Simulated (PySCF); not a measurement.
## Excitation energy of Pt⁺ by level of theory

Pt⁺ [Xe] 4f14 5d9 (2D) → Pt⁺ [Xe] 4f14 5d8 6s1, s spin flipped, as a difference of total energies. Calculation: PySCF 2.14, in def2-QZVPPD with the def2 core potential (60 electrons) (7s5p4d4f2g, 88 functions); a scalar-relativistic core potential. Correlated levels: valence: 5s2 5p6 frozen. The calculations carry no spin-orbit coupling.

| method | excitation energy (eV) |
| --- | --- |
| UHF | 1.209 |
| MP2 (valence) | 1.712 |
| SCS-MP2 (valence) | 1.640 |

Problem. How much does correlation contribute at MP2 (valence)?

Solution. 1.712 − (1.209) = 0.503 eV, measured against UHF.

The upper determinant mixes two multiplicities, so it lies between the two terms.
